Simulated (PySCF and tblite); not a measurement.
Results of a calculation; reference values are marked as such.
System: CH4GeO2, numbered as in [O:1]=[CH:2][O:3][GeH3:4].

For the shift of Ge4 from O3 to O1: electronic barrier 10.23 kcal/mol, zero-point change -0.63 kcal/mol, thermal and entropy terms at 250 K a further 0.20 kcal/mol (symmetry numbers apart). The minimum is Cs, the saddle Cs. Geometries: B3LYP-D3(BJ)/def2-SVP; energies: PBE/pcSseg-1 + D3(BJ); zero-point and thermal terms from GFN2-xTB harmonic modes (soft modes blended into free rotors). Rate constants are transition-state-theory values, counting equivalent paths, without tunnelling. Run with tblite and PySCF.

**Question.** How many equivalent paths lead out of the minimum?

**Answer.** 2: the symmetry number of the minimum is 1, that of the saddle displaced along its mode 1, and the displaced saddle is chiral while the minimum is not, which doubles the count.

**Question.** Work out the rate at 250 K.

**Answer.** ΔG‡ = 9.80 kcal/mol; k_B T/h = 5.2×10¹² s⁻¹; exp(−ΔG‡/RT) = 2.7×10⁻⁹; times 2 gives k = 2.8×10⁴ s⁻¹. Wigner's tunnelling factor for the 292i cm⁻¹ mode would be 1.12.

Spin–orbit effects of heavy atoms on shieldings are missing.
